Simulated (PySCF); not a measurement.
AgCl, charge +1, doublet, at a GFN2-xTB geometry (such geometries of metal compounds can be far from the true shape) (the multiplicity is a formal guess) (core potentials on Ag). Base run: CAMB3LYP/def2-SVP (PySCF).

Here is a job for PySCF.
```python
from pyscf import gto, scf, dft

mol = gto.M(
    atom='''
Ag   -0.00000000   -0.00000000   -0.60768631
Cl    0.00000000    0.00000000    1.68007392
''',
    basis='def2-svp',
    ecp={'Ag': 'def2-svp'},
    charge=1,
    spin=1,
    verbose=4,
)

mf = dft.UKS(mol)
mf.xc = 'camb3lyp'
mf.kernel()
```

The base run was repeated with changes; each row names its change, and settings that it needs were set with it.

| change | ΔE vs base (mEh) | fitting functions | outcome |
|---|---|---|---|
| base | 0.000 | - | converged |
| auxbasis = even-tempered beta=2.0 | -0.095 | 385 | converged |
| auxbasis = even-tempered beta=3.0 | -8.518 | 255 | converged |
| auxbasis = even-tempered beta=1.6 | -0.006 | 575 | converged |
| auxbasis = cc-pvqz-jkfit | - | - | input refused |
| only_dfj = on; auxbasis = def2-universal-jfit | -0.134 | 140 | converged |
| auxbasis = cc-pvtz-jkfit | - | - | input refused |
| auxbasis = def2-universal-jfit | 399.1 | 140 | converged |
| auxbasis = cc-pvtz-ri | - | - | input refused |
| auxbasis = autoaux | -0.042 | 396 | converged |

A fitting set is made for a task (jfit for Coulomb, jkfit for Coulomb and exchange, ri for correlation) and for a family of orbital bases.

Open shells are given as the SCF converged; they aren't shown to be the lowest states, and a large step between rows can be another state.

- auxbasis = cc-pvqz-jkfit: ended with `pyscf.lib.exceptions.BasisNotFoundError: Basis set not found for Ag in cc-pvqz-jkfit`
- auxbasis = cc-pvtz-jkfit: ended with `pyscf.lib.exceptions.BasisNotFoundError: Basis set not found for Ag in cc-pvtz-jkfit`
- auxbasis = cc-pvtz-ri: ended with `pyscf.lib.exceptions.BasisNotFoundError: Basis set not found for Ag in cc-pvtz-ri`
